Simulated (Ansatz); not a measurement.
Computed with Ansatz on PBE0-D4/def2-TZVP structures; ΔE is electronic, products minus reactants. CCSD(T)/CBS is the MP2 limit (def2-TZVPP, def2-QZVPP) plus CCSD(T) − MP2 in def2-TZVPP, frozen cores. This one scheme is used for every species. def2 core potentials past Kr. For I outer-core shells are correlated without core-valence functions, which leaves a few kJ/mol of doubt a bond. Each species was taken in one conformer, which may not be the lowest.

Reaction (formal exchange of groups at the Si–I bond): `CB[SiH](O)I` + SiH₄ → `CB[SiH](O)[SiH3]` + HI

`CB[SiH](O)I`:

```xyz
11

C    -1.332   -0.169    1.127
B     0.038    0.502    0.837
Si    0.989    0.296   -0.887
O     0.055   -0.184   -2.147
I     2.262   -1.605    0.101
H    -1.425   -0.554    2.145
H    -1.649   -0.927    0.409
H    -2.058    0.658    1.054
H     0.608    1.126    1.687
H     2.027    1.254   -1.347
H     0.485   -0.397   -2.977
```

SiH₄:

```xyz
5

Si    0.000    0.000    0.000
H     0.679   -1.035   -0.820
H     0.899    1.170    0.163
H    -0.327   -0.562    1.335
H    -1.250    0.427   -0.678
```

`CB[SiH](O)[SiH3]`:

Z-matrix (Å, degrees):
```
C
B 1 1.554
H 1 1.103 2 104.9
H 1 1.091 2 116.5 3 118.2
H 1 1.094 2 113.0 3 -113.5
Si 2 2.003 1 121.6 3 -109.4
H 2 1.203 1 118.0 3 72.9
Si 6 2.363 2 104.0 1 -72.3
O 6 1.661 2 117.0 1 164.0
H 6 1.490 2 112.0 1 42.2
H 8 1.489 6 111.7 2 179.2
H 8 1.490 6 109.8 2 58.7
H 8 1.491 6 110.9 2 -60.3
H 9 0.958 6 116.5 2 37.9
```

HI:

```xyz
2

I     0.171   -0.115   -0.778
H    -0.171    0.115    0.778
```

```
           species  HF/def2-TZVPP energy (Eh)
     `CB[SiH](O)I`                 -726.65057
              SiH₄                 -291.25838
`CB[SiH](O)[SiH3]`                 -720.62172
                HI                 -297.24257
```

(1) Work out ΔE.

Largest T1 diagnostic among the species: 0.013.

Results:

(1) ΔE = (-720.62172) + (-297.24257) − (-726.65057) − (-291.25838) = 0.04466 Eh = +28.0 kcal/mol. CCSD(T)/CBS gives +27.2 kcal/mol.

From PBE to PBE0 (25 % exact exchange), in def2-TZVPP and without D4, ΔE moves by +0.9 kcal/mol.
